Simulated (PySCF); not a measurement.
**Diatomics of Te with the chalcogens**

PBE with triple-zeta basis sets in PySCF, for the lowest determinant that a PBE0 search found; no spin–orbit coupling. De refers to high-spin ground-configuration atoms. A positive dipole means M(−)Te(+).

| M | basis | state (unpaired electrons) | Re (Å) | ωe (cm⁻¹) | De (eV) | μ (D) |
| --- | --- | --- | --- | --- | --- | --- |
| O | def2-TZVPP | triplet (π ↑↑) | 1.844 | 783 | 4.80 | 2.79 |
| S | def2-TZVPP | triplet (π ↑↑) | 2.251 | 461 | 4.08 | 1.54 |
| Se | x2c-TZVPPall | triplet (π ↑↑) | 2.385 | 308 | 3.76 | 0.90 |
| Te | x2c-TZVPPall | triplet (π ↑↑) | 2.584 | 245 | 3.43 | n/a |

The shortest bond is that of TeO (1.844 Å), the longest that of Te2 (2.584 Å). TeO is bound most strongly (4.80 eV) and Te2 least (3.43 eV).

The rows differ in basis set, which adds steps of its own.

Down a group the atoms grow and get heavier, so bonds lengthen and wavenumbers fall; this series shows no clear exception.

Spin–orbit coupling is left out, which matters for elements this heavy, above all for dissociation energies. States were picked by a PBE0 search and need not be the measured ground states.
